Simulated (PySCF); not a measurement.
## Bonding in `CCC/C(C)=C(\C)CC`

C9H18.
Numbering: `[CH3:1][CH2:2][CH2:3]/[C:4]([CH3:5])=[C:6](\[CH3:7])[CH2:8][CH3:9]` (hydrogens: H10, H11, H12 on C1; H13, H14 on C2; H15, H16 on C3; H17, H18, H19 on C5; H20, H21, H22 on C7; H23, H24 on C8; H25, H26, H27 on C9)

Structure used (GFN2-xTB), in Å, numbered top down from 1:
```
atom  x, y, z in Å
C1     3.5249    0.4359    0.6078
C2     2.0668    0.0142    0.7378
C3     1.4156   -0.1985   -0.6339
C4    -0.0323   -0.5908   -0.5013
C5    -0.2709   -2.0578   -0.2543
C6    -1.0245    0.2964   -0.5841
C7    -0.7811    1.7661   -0.8097
C8    -2.4739   -0.0911   -0.4449
C9    -2.9727    0.1398    0.9832
H10    3.9706    0.5875    1.5885
H11    4.0988   -0.3264    0.0845
H12    3.6055    1.3653    0.0474
H13    2.0036   -0.9095    1.3171
H14    1.5109    0.7799    1.2826
H15    1.9562   -0.9890   -1.1609
H16    1.5134    0.7162   -1.2192
H17    0.6692   -2.5665   -0.0565
H18   -0.9296   -2.2186    0.5964
H19   -0.7290   -2.5270   -1.1259
H20   -0.0594    2.1647   -0.0996
H21   -1.7074    2.3250   -0.7030
H22   -0.3969    1.9434   -1.8150
H23   -3.0728    0.5128   -1.1315
H24   -2.6190   -1.1378   -0.7120
H25   -2.8614    1.1848    1.2640
H26   -2.4011   -0.4627    1.6854
H27   -4.0232   -0.1300    1.0692
```

Bond orders from the PBE0/pcSseg-1 density (PySCF). Isolated species at its GFN2-xTB geometry (one conformer only).

(1) Where do the orders between heavy atoms depart from those drawn in the SMILES?

(2) Give the Mayer order of every bond between heavy atoms, beside its length.

Answers

(1) The largest departure is 0.191, at C4–C6 (drawn double, 1.809).

(2) 
```tsv
bond	drawn as	length (Å)	Mayer order
C1–C2	single	1.523	1.065
C2–C3	single	1.533	1.007
C3–C4	single	1.506	1.112
C4–C5	single	1.507	1.092
C4–C6	double	1.334	1.809
C6–C7	single	1.507	1.092
C6–C8	single	1.507	1.094
C8–C9	single	1.530	1.035
```

By pair of heavy elements: C–C: lowest C2–C3 (1.007, 1.533 Å), highest C4–C6 (1.809, 1.334 Å).

Question: And the bonds to hydrogen?

Answer: C–H: 0.93 to 0.97 (18 bonds).

Question: Sum the orders of all bonds at each heavy atom with more than one neighbour and set the sums beside the valence in the SMILES.

Answer: C1 3.966 (drawn 4), C2 3.971 (drawn 4), C3 3.986 (drawn 4), C4 4.013 (drawn 4), C5 3.933 (drawn 4), C6 3.995 (drawn 4), C7 3.932 (drawn 4), C8 4.007 (drawn 4), C9 3.937 (drawn 4). Orders between atoms that aren't bonded are not in these sums.

Mayer orders depend on the basis set.

These values come from a run that also computed NMR shieldings. Time: 78 s of wall time (with the writing of density and orbital grids); peak memory 1.1 GiB. Hardware: one thread of an Arm Neoverse V1, shared host with 32 logical CPUs at a one-minute load of 30.
